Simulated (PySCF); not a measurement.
H₄SSi. Atoms are numbered in the order given.

```xyz
6

Si     0.0046    -1.0301     0.0000
S     -0.0811     1.1079     0.0000
H      0.6945    -1.5523     1.2057
H     -1.4101    -1.4682     0.0000
H      0.6945    -1.5523    -1.2057
H      1.2540     1.2686     0.0000
```
Charge 0, spin multiplicity 1.

Geometry: r2SCAN-D4/def2-TZVP.

Method: r2SCAN/def2-TZVPD (PySCF).

Mulliken values depend strongly on the basis, most of all with diffuse functions as here. ESP charges are fitted to the potential on shells at 1.4 to 2.0 van der Waals radii. Atomic charges (e):

| atom | Mulliken | ESP fit |
|---|---|---|
| Si1 | 0.31 | 0.13 |
| S2 | -0.42 | -0.27 |
| H3 | -0.02 | -0.04 |
| H4 | -0.05 | 0.02 |
| H5 | -0.02 | -0.04 |
| H6 | 0.20 | 0.19 |
